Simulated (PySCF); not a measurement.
AsF3, SMILES F[As](F)F (connectivity only; charge and spin as stated), charge +1, multiplicity 2. Atoms are numbered in the order given.

```xyz
4

F      1.3435    -0.7757    -0.3455
As     0.0000     0.0000     0.2827
F      0.0000     1.5514    -0.3455
F     -1.3435    -0.7757    -0.3455
```
Charge +1, spin multiplicity 2.

Geometry optimised at PBE0-D3(BJ)/def2-SVP. The multiplicity is an assumed one; other spin states were not compared.

Method: TDA-LC-ωPBE/def2-SVPD in PySCF 2.14.0.

Vertical excitations; the highest root listed may be one member of a degenerate set. Isolated molecule, no solvent.

Computed UV-visible absorptions:
```json
[
 {"state": "root 1", "energy (eV)": "4.25", "λ (nm)": "292", "f": "0.000", "main pairs": "β HOMO→LUMO 97 %"},
 {"state": "root 2", "energy (eV)": "4.53", "λ (nm)": "273", "f": "0.000", "main pairs": "β HOMO−1→LUMO (degenerate set)"},
 {"state": "root 3", "energy (eV)": "4.53", "λ (nm)": "273", "f": "0.000", "main pairs": "β HOMO−2→LUMO (degenerate set)"},
 {"state": "root 4", "energy (eV)": "5.07", "λ (nm)": "245", "f": "0.016", "main pairs": "β HOMO−4→LUMO (degenerate set)"},
 {"state": "root 5", "energy (eV)": "5.07", "λ (nm)": "245", "f": "0.016", "main pairs": "β HOMO−3→LUMO (degenerate set)"},
 {"state": "root 6", "energy (eV)": "5.96", "λ (nm)": "208", "f": "0.026", "main pairs": "β HOMO−5→LUMO 93 %"},
 {"state": "root 7", "energy (eV)": "7.03", "λ (nm)": "176", "f": "0.016", "main pairs": "β HOMO−7→LUMO (degenerate set)"},
 {"state": "root 8", "energy (eV)": "7.03", "λ (nm)": "176", "f": "0.016", "main pairs": "β HOMO−6→LUMO (degenerate set)"},
 {"state": "root 9", "energy (eV)": "8.37", "λ (nm)": "148", "f": "0.096", "main pairs": "α HOMO→LUMO (degenerate set)"},
 {"state": "root 10", "energy (eV)": "8.37", "λ (nm)": "148", "f": "0.096", "main pairs": "α HOMO→LUMO+1 (degenerate set)"}
]
```
Unrestricted roots are not spin-pure.
